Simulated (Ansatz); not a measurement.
System: SnF, charge 1, singlet. SnF+ (SMILES [F][Sn+]).
B3LYP-D3(BJ)/def2-TZVP minimum from Ansatz (a program for electronic structure):
```
Sn
F 1 1.8873
```
Charge +1, spin multiplicity 1.

Total energies in def2-QZVPP, 10 correlated electrons, 10 frozen orbitals. Open shells are spin-unrestricted; no spin-orbit coupling. Correlated methods leave the cores frozen (noble-gas shells, and filled d and f shells in the p block). Past Kr the def2 sets carry scalar-relativistic core potentials. Spin-orbit terms, left out, reach several kcal/mol for Br and I, and more for heavier atoms. The spin of FSn+ ([F][Sn+], singlet) was assumed, and the state is the lowest solution found for it.

```tsv
method	program	energy (Eh)	minus CCSDT(Q) (mEh)
HF	Ansatz	-312.62241	355.81
MP2	Ansatz	-312.96392	14.30
CCSD	Ansatz	-312.96511	13.11
CCSD(T)	Ansatz	-312.97750	0.72
CCSDT(Q)	Ansatz	-312.97822	0.00
```

Rough core times of Ansatz's runs on a shared machine: CCSD(T) under 20 s, CCSDT(Q) 5 min.
